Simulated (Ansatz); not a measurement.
Harmonic frequencies (cm⁻¹) at PBE0-D4/def2-TZVP from Ansatz: 119, 187, 343, 416, 447, 510, 619, 646, 719, 806, 894, 956, 1955, 2204, 3596.

Which molecule is it?
A. `N=[C](O)[AlH2]`
B. `[Cl][Al]1[CH2][O]1`
C. `Br[SiH]1[NH][AlH]1`
D. `[Br][Al]1[NH][SiH2]1`

C.
